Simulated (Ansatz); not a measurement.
Reaction (ligand exchange at the Si–N bond): `O[SiH](O)N[SiH3]` + `O[SiH2]O` → `O[SiH2]O[SiH](O)O` + `N[SiH3]`

Calculated with Ansatz (gas phase, PBE0-D4/def2-TZVP geometries, no zero-point term in ΔE). CCSD(T)/CBS is the MP2 limit (def2-TZVPP, def2-QZVPP) plus CCSD(T) − MP2 in def2-TZVPP, frozen cores. This one scheme is used for every species. Functionals use def2-TZVPP. B3LYP here is the variant with VWN-RPA as its local correlation; programs differ in this. Each species was taken in one conformer, which may not be the lowest.

```json
{"level": "PBE-D4", "ΔE (kJ/mol)": "-47.6", "difference from CCSD(T)/CBS": "5.9"}
{"level": "B3LYP-D4", "ΔE (kJ/mol)": "-55.7", "difference from CCSD(T)/CBS": "-2.2"}
{"level": "ωB97X-V", "ΔE (kJ/mol)": "-53.6", "difference from CCSD(T)/CBS": "-0.1"}
{"level": "ωB97M-V", "ΔE (kJ/mol)": "-53.1", "difference from CCSD(T)/CBS": "0.4"}
{"level": "B2PLYP", "ΔE (kJ/mol)": "-54.9", "difference from CCSD(T)/CBS": "-1.4"}
{"level": "r2SCAN", "ΔE (kJ/mol)": "-54.3", "difference from CCSD(T)/CBS": "-0.8"}
{"level": "PBE0", "ΔE (kJ/mol)": "-50.6", "difference from CCSD(T)/CBS": "2.9"}
{"level": "B3LYP", "ΔE (kJ/mol)": "-55.5", "difference from CCSD(T)/CBS": "-2.0"}
{"level": "HF/def2-TZVPP", "ΔE (kJ/mol)": "-62.5", "difference from CCSD(T)/CBS": "-9.0"}
{"level": "MP2/def2-TZVPP", "ΔE (kJ/mol)": "-51.3", "difference from CCSD(T)/CBS": "2.2"}
{"level": "CCSD/def2-TZVPP", "ΔE (kJ/mol)": "-54.1", "difference from CCSD(T)/CBS": "-0.6"}
{"level": "HF/def2-QZVPP", "ΔE (kJ/mol)": "-63.8", "difference from CCSD(T)/CBS": "-10.3"}
{"level": "SCS-MP2/def2-QZVPP", "ΔE (kJ/mol)": "-53.7", "difference from CCSD(T)/CBS": "-0.2"}
{"level": "HF/CBS(def2)", "ΔE (kJ/mol)": "-64.0", "difference from CCSD(T)/CBS": "-10.5"}
{"level": "MP2/CBS(def2)", "ΔE (kJ/mol)": "-52.1", "difference from CCSD(T)/CBS": "1.4"}
{"level": "CCSD/CBS(def2)", "ΔE (kJ/mol)": "-54.8", "difference from CCSD(T)/CBS": "-1.3"}
{"level": "CCSD(T)/CBS", "ΔE (kJ/mol)": "-53.5", "difference from CCSD(T)/CBS": "0"}
```

Largest T1 diagnostic among the species: 0.012.

In def2-TZVPP, CCSD(T) changes the Hartree–Fock value by +9.8 kJ/mol (the triples alone add +1.4 kJ/mol) and MP2 by +11.2 kJ/mol. From PBE to PBE0 (25 % exact exchange), in def2-TZVPP and without D4, ΔE moves by −3.2 kJ/mol.

CCSD(T)/CBS has its own doubt, a few kJ/mol and more with outer-core shells, so smaller differences from it don't rank the levels.
